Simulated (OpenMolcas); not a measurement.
V3+.

```json
{
  "Program": "OpenMolcas 26.06",
  "Basis": "ANO-RCC-VQZP [7s6p4d3f2g1h]",
  "Scalar Hamiltonian": "DKH2, point nucleus",
  "Active space": "2 electrons in 10 orbitals (3d 4d)",
  "State averaging": "2S+1 = 3 even, 10 roots; 2S+1 = 1 even, 15 roots",
  "Spin-orbit coupling": "state interaction with AMFI integrals over the reference wave functions, term energies averaged over their components"
}
```

Two sets of levels on these reference wave functions, in cm⁻¹ above 3d² ³F₂: one from CASSCF and one from SS-CASPT2, IPEA 0.25 Eh, imaginary shift 0.1 Eh (closed shells correlated: 3s 3p).

```json
{"Level": "3d² ³F₂", "Set 1": "0.0", "Set 2": "0.0"}
{"Level": "3d² ³F₃", "Set 1": "323", "Set 2": "325"}
{"Level": "3d² ³F₄", "Set 1": "742", "Set 2": "744"}
{"Level": "3d² ¹D₂", "Set 1": "13560", "Set 2": "10510"}
{"Level": "3d² ³P₀", "Set 1": "16100", "Set 2": "13570"}
{"Level": "3d² ³P₁", "Set 1": "16210", "Set 2": "13680"}
{"Level": "3d² ³P₂", "Set 1": "16450", "Set 2": "13910"}
{"Level": "3d² ¹G₄", "Set 1": "20850", "Set 2": "18450"}
{"Level": "3d² ¹S₀", "Set 1": "49710", "Set 2": "42760"}
```

Question: Which set is which?

Answer: Set 2 is SS-CASPT2. Its levels of the other terms of 3d² lie at 0.78 to 0.88 of the other set's values, as expected, since terms of lower spin or lower L gain more correlation energy than the Hund ground term. Against 7 measured levels (Sugar and Corliss, J. Phys. Chem. Ref. Data 7, 1191 (1978)) the mean absolute deviation is 240 cm-1 with it and 2600 cm-1 without; single levels miss by up to 450 cm-1 with it.

Term energies are means over components that CASPT2 splits; among the terms shown or strongly mixed into the levels shown the widest spread is 520 cm-1 (3d² ¹G, SS-CASPT2). Active for correlation alone: 4d; no level in the range computed is led by a configuration that fills it, so any true level of that kind is missing. Without dynamic correlation excited terms often stand tens of per cent too high (terms of higher spin than the ground term too low), and those without a measured partner can miss by more than the paired ones (holds for CASSCF). Computed and measured levels are paired by configuration, term and J; levels that our copy of the source lacks, or whose pairing is in doubt (as where it misses far off the trend of its configuration), stay unpaired and out of the deviations. Only configurations of the active space appear.
